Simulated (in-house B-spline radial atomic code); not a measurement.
Configurations of Pt7+, with energies counted from [Xe] 4f14 5d3. Computed with an all-electron radial atomic-structure program (B-spline basis): Dirac-Hartree-Fock, average of configuration, Fermi nucleus of rms radius 5.427 fm. Energies include first-order Breit, QED and recoil terms.

Occupations are held fixed; configurations that lie above the ionisation limit could autoionise.

```tsv
configuration	E - E(ref) (eV)	highest orbital	its <r> (bohr)
[Xe] 4f14 5d2 7s1	58.261	7s1/2	3.408
[Xe] 4f14 5d2 7p1	64.38	7p3/2	3.833
[Xe] 4f14 5d2 9p1	86.672	9p3/2	8.037
[Xe] 4f14 5d2 8f1	88.796	8f7/2	8.257
[Kr] 4d10 4f14 5s2 5p5 5d3 7s1	119.51	7s1/2	3.398
[Kr] 4d10 4f14 5s2 5p5 5d3 6f1	132.05	6f7/2	3.764
[Xe] 4f13 5d3 7s1	141.24	7s1/2	3.38
[Xe] 4f13 5d3 7g1	172.27	7g7/2	7.7
```

(1) Order these further configurations by energy, lowest first.
A. [Xe] 4f13 5d3 8p1
B. [Xe] 4f14 5d2 6g1
C. [Xe] 4f13 5d3 9s1
D. [Xe] 4f14 5d2 7f1
E. [Xe] 4f13 5d3 8s1

(2) How far above the reference does [Xe] 4f14 5d2 9s1 lie?

(3) How far above the reference does [Xe] 4f13 5d3 9g1 lie?

(4) How far above the reference does [Xe] 4f14 5d2 9f1 lie?

Answers

(1) D (82.104 eV), B (82.392 eV), E (158.51 eV), A (161.82 eV), C (167.99 eV).

(2) 84.699 eV; its least bound orbital is 9s1/2 with <r> = 7.364 bohr.

(3) 179.45 eV; its least bound orbital is 9g7/2 with <r> = 13.62 bohr.

(4) 93.105 eV; its least bound orbital is 9f7/2 with <r> = 11.05 bohr.
